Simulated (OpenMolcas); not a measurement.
Ti3+: moving the ligands

Ti3+ with 4 ligands (oxide) in square-planar coordination (D4h) at 1.92 Å. A charge of +1.25 e stands 2.4 Å behind each ligand. Ligand basis ANO-RCC-VDZP.
```
Ti    0.0000    0.0000    0.0000
O     1.9200    0.0000    0.0000
O     0.0000    1.9200    0.0000
O    -1.9200    0.0000    0.0000
O     0.0000   -1.9200    0.0000
```

```
Program             : OpenMolcas 26.06
Method              : SS-CASPT2, IPEA 0.25 Eh, imaginary shift 0.1 Eh (closed shells correlated: 3s 3p and the ligand valence shells)
Basis               : ANO-RCC-VTZP [6s5p3d2f1g]
Scalar Hamiltonian  : DKH2, point nucleus
Active space        : 1 electron in 5 orbitals (3d)
State averaging     : 2S+1 = 2 even, 5 roots
Spin-orbit coupling : RASSI with atomic mean-field integrals over the reference wave functions
```

Runs around this geometry, states (labels of D4, the rotations of D4h). Energies in cm-1 above the lowest state or level, χT in cm3 K/mol.

```tsv
R (Å)	Ground state	First state of that spin	First gap with spin-orbit (degeneracies)	χT at 300 K
1.84	2A1	2E 15180	15120 (2, 2)	0.380
1.92	2A1	2E 11800	11740 (2, 2)	0.382
1.98	2A1	2E 9960	9900 (2, 2)	0.384
```

Taking the first state of the same spin as R^-n, n = -ln(9960 / 15180) / ln(1.98 / 1.84) = 5.7 between the shortest and longest distance.

Over all roots computed the reference weight is 0.70 to 0.71 in R = 1.84, 0.71 in R = 1.92, 0.71 in R = 1.98; a low but even weight reflects the number of correlated electrons. The oxide ions are held by bare point charges, a crude embedding. Ligand-to-metal charge-transfer states are missing. The least metal-like active orbital is 74 % on the metal (Löwdin) and no ligand orbital is active, so the numbers are rough (holds for R = 1.84). The least metal-like active orbital is 80 % on the metal (Löwdin) and no ligand orbital is active, so the numbers are rough (holds for R = 1.92). The least metal-like active orbital is 83 % on the metal (Löwdin) and no ligand orbital is active, so the numbers are rough (holds for R = 1.98). No measured value stands beside these numbers; the geometry is a model, was not optimised and need not be the one that this ion takes.
